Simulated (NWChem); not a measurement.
The numbers come from NWChem runs, not from measurements. System: H$_{3}$AlCl$_{3}$N, charge 0, spin multiplicity 1, displaced from the optimised geometry. The structure started from a generated list of species.

The NWChem input:

```
start mol
memory heap 200 mb stack 900 mb global 1100 mb
geometry units angstroms nocenter noautoz
  Al    -0.016214     0.012913     0.000000
  Cl    -0.987246    -0.571888     1.840299
  Cl    -0.987246    -0.571888    -1.840299
  Cl     0.999107     1.920978     0.000000
  N      1.590374    -1.267232     0.000000
  H      2.189395    -1.123181    -0.841671
  H      1.280920    -2.263335     0.000000
  H      2.189395    -1.123181     0.841671
  symmetry group Cs
end
basis spherical
  * library def2-svp
end
dft
  xc becke88 lyp
  semidirect memsize 60000000 filesize 0
  iterations 100
  convergence nodiis damp 40
end
task dft gradient
```

The output up to the point where the run's verdict is printed (cleaned and shortened):

```
             Northwest Computational Chemistry Package (NWChem) 7.3.0
             --------------------------------------------------------

                                NWChem Input Module
                                -------------------

 Scaling coordinates for geometry "geometry" by  1.889725989
 (inverse scale =  0.529177249)

 Turning off AUTOSYM since
 SYMMETRY directive was detected!

                             Geometry "geometry" -> ""
                             -------------------------

 Output coordinates in angstroms (scale by  1.889725989 to convert to a.u.)

  No.       Tag          Charge          X              Y              Z
 ---- ---------------- ---------- -------------- -------------- --------------
    1 Al                  13.0000    -0.01621400     0.01291300     0.00000000
    2 Cl                  17.0000    -0.98724600    -0.57188800     1.84029900
    3 Cl                  17.0000    -0.98724600    -0.57188800    -1.84029900
    4 Cl                  17.0000     0.99910700     1.92097800     0.00000000
    5 N                    7.0000     1.59037400    -1.26723200     0.00000000
    6 H                    1.0000     2.18939500    -1.12318100    -0.84167100
    7 H                    1.0000     1.28092000    -2.26333500     0.00000000
    8 H                    1.0000     2.18939500    -1.12318100     0.84167100

 Effective nuclear repulsion energy (a.u.)     410.5812998197

            Nuclear Dipole moment (a.u.)
            ----------------------------
        X                 Y               Z
 ---------------- ---------------- ----------------
     0.0000018897    -0.0000340151     0.0000000000

      Symmetry information
      --------------------

 Group name             Cs
 Group number              2
 Group order               2
 No. of unique centers     6

      Symmetry unique atoms

     1    2    4    5    6    7


 Summary of "ao basis" -> "" (spherical)
 ------------------------------------------------------------------------------
       Tag                 Description            Shells   Functions and Types
[...]
 d= 0,ls=0.5         52  -1506.8535034996  8.29D+01  3.79D-01              12.7
 d= 0,ls=0.5         53  -1589.7242465613 -8.29D+01  3.79D-01              13.0
 d= 0,ls=0.5         54  -1506.8534951065  8.29D+01  3.79D-01              13.2
 d= 0,ls=0.5         55  -1589.7243823927 -8.29D+01  3.79D-01              13.4
 d= 0,ls=0.5         56  -1506.8534881693  8.29D+01  3.79D-01              13.6
 d= 0,ls=0.5         57  -1589.7244948845 -8.29D+01  3.79D-01              13.9
 d= 0,ls=0.5         58  -1506.8534824254  8.29D+01  3.79D-01              14.1
 d= 0,ls=0.5         59  -1589.7245881758 -8.29D+01  3.79D-01              14.3
 d= 0,ls=0.5         60  -1506.8534776629  8.29D+01  3.79D-01              14.5
 d= 0,ls=0.5         61  -1589.7246656325 -8.29D+01  3.79D-01              14.7
 d= 0,ls=0.5         62  -1506.8534737094  8.29D+01  3.79D-01              15.0
 d= 0,ls=0.5         63  -1589.7247300036 -8.29D+01  3.79D-01              15.2
 d= 0,ls=0.5         64  -1506.8534704243  8.29D+01  3.79D-01              15.4
 d= 0,ls=0.5         65  -1589.7247835421 -8.29D+01  3.79D-01              15.6
 d= 0,ls=0.5         66  -1506.8534676923  8.29D+01  3.79D-01              15.9
 d= 0,ls=0.5         67  -1589.7248281004 -8.29D+01  3.79D-01              16.1
 d= 0,ls=0.5         68  -1506.8534654188  8.29D+01  3.79D-01              16.3
 d= 0,ls=0.5         69  -1589.7248652050 -8.29D+01  3.79D-01              16.5
 d= 0,ls=0.5         70  -1506.8534635258  8.29D+01  3.79D-01              16.8
 d= 0,ls=0.5         71  -1589.7248961170 -8.29D+01  3.79D-01              17.0
 d= 0,ls=0.5         72  -1506.8534619488  8.29D+01  3.79D-01              17.2
 d= 0,ls=0.5         73  -1589.7249218796 -8.29D+01  3.79D-01              17.5
 d= 0,ls=0.5         74  -1506.8534606345  8.29D+01  3.79D-01              17.7
 d= 0,ls=0.5         75  -1589.7249433575 -8.29D+01  3.79D-01              17.9
 d= 0,ls=0.5         76  -1506.8534595389  8.29D+01  3.79D-01              18.1
 d= 0,ls=0.5         77  -1589.7249612681 -8.29D+01  3.79D-01              18.4
 d= 0,ls=0.5         78  -1506.8534586253  8.29D+01  3.79D-01              18.6
 d= 0,ls=0.5         79  -1589.7249762071 -8.29D+01  3.79D-01              18.9
 d= 0,ls=0.5         80  -1506.8534578633  8.29D+01  3.79D-01              19.1
 d= 0,ls=0.5         81  -1589.7249886699 -8.29D+01  3.79D-01              19.3
 d= 0,ls=0.5         82  -1506.8534572277  8.29D+01  3.79D-01              19.5
 d= 0,ls=0.5         83  -1589.7249990685 -8.29D+01  3.79D-01              19.8
 d= 0,ls=0.5         84  -1506.8534566973  8.29D+01  3.79D-01              20.0
 d= 0,ls=0.5         85  -1589.7250077459 -8.29D+01  3.79D-01              20.2
 d= 0,ls=0.5         86  -1506.8534562547  8.29D+01  3.79D-01              20.4
 d= 0,ls=0.5         87  -1589.7250149878 -8.29D+01  3.79D-01              20.6
 d= 0,ls=0.5         88  -1506.8534558854  8.29D+01  3.79D-01              20.9
 d= 0,ls=0.5         89  -1589.7250210321 -8.29D+01  3.79D-01              21.1
 d= 0,ls=0.5         90  -1506.8534555771  8.29D+01  3.79D-01              21.3
 d= 0,ls=0.5         91  -1589.7250260774 -8.29D+01  3.79D-01              21.5
 d= 0,ls=0.5         92  -1506.8534553198  8.29D+01  3.79D-01              21.7
 d= 0,ls=0.5         93  -1589.7250302890 -8.29D+01  3.79D-01              21.9
 d= 0,ls=0.5         94  -1506.8534551050  8.29D+01  3.79D-01              22.2
 d= 0,ls=0.5         95  -1589.7250338048 -8.29D+01  3.79D-01              22.4
 d= 0,ls=0.5         96  -1506.8534549256  8.29D+01  3.79D-01              22.6
 d= 0,ls=0.5         97  -1589.7250367399 -8.29D+01  3.79D-01              22.8
 d= 0,ls=0.5         98  -1506.8534547760  8.29D+01  3.79D-01              23.0
 d= 0,ls=0.5         99  -1589.7250391904 -8.29D+01  3.79D-01              23.2
 d= 0,ls=0.5        100  -1506.8534546510  8.29D+01  3.79D-01              23.5
```

The run did not converge; its last values are not results. The next line reads: Calculation failed to converge. NWChem stopped with the message: dft gradient failed.
